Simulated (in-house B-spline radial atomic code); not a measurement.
The numbers below are computed, except where a source is named.
## B ion on Cu atom: potential, deflection and energy transfer

The pair potential comes from two frozen, spherical free-atom densities (PBE, B-spline radial code, scalar-relativistic past argon): electrostatics plus the change in Thomas-Fermi kinetic and Dirac exchange energy where they overlap, the recipe behind the universal ZBL potential, which averages such potentials (from solid-state densities) over many pairs. It is written V = (Z1 Z2 e²/r) φ(r/a), with e² = 14.3996 eV·Å and a = 0.46850 Å/(Z1^0.23 + Z2^0.23); ZBL's fit is φ = 0.18175 e^(−3.1998x) + 0.50986 e^(−0.94229x) + 0.28022 e^(−0.4029x) + 0.02817 e^(−0.20162x). Where φ falls below 4e-4 it is continued as an exponential.

Masses 10.81 and 63.55 u.

```
x = r/a  φ, this pair    φ, ZBL
    0.1        0.8914    0.8928
   0.25        0.7718    0.7647
    0.5        0.6239    0.6096
      1        0.4319    0.4164
    1.5         0.314    0.2995
      2         0.233    0.2218
      3        0.1358    0.1292
      4       0.08234   0.08026
      5       0.05173   0.05224
    6.5        0.0288   0.02914
      8       0.01784   0.01705
     10      0.009845  0.008778
     12      0.005332   0.00474
   14.5      0.002368  0.002328
     17     0.0009968  0.001212
```

At x = 2 the electrostatic, kinetic and exchange parts are 1074.21, 869.37 and -65.23 eV. Find r, V and φ.

a = 0.46850/(1.4480 + 2.1695) = 0.12951 Å, so r = 0.25902 Å. V = 1074.21 + 869.37 + (-65.23) = 1878.35 eV. The bare repulsion is 5 × 29 × 14.3996/0.25902 = 8060.8 eV, so φ = 0.2330, +5.1 % against ZBL's 0.2218. The kinetic (Pauli) term is 46 % of V here.

The ion comes in at 0.1886 keV with impact parameter 0.6476 Å. The scattering integral gives a centre-of-mass angle of 52.33° and a closest approach of 6.588 a. What are the reduced energy, the energy passed on and the laboratory angles?

ε = E a M2/(Z1 Z2 e² (M1 + M2)) = 188.6 × 5.3011e-05 = 0.01. The most that one collision can pass on is γE with γ = 4 M1 M2/(M1 + M2)² = 0.4970. Here T = γE sin²(θ/2) = 0.4970 × 188.6 × 0.1945 = 18.23 eV. The ion turns by arctan(sin θ/(cos θ + M1/M2)) = 45.4°, and the struck atom leaves at (180° − θ)/2 = 63.8°. The closest approach is 0.853 Å. With ZBL the angle would be 53.59° and T = 19.05 eV.
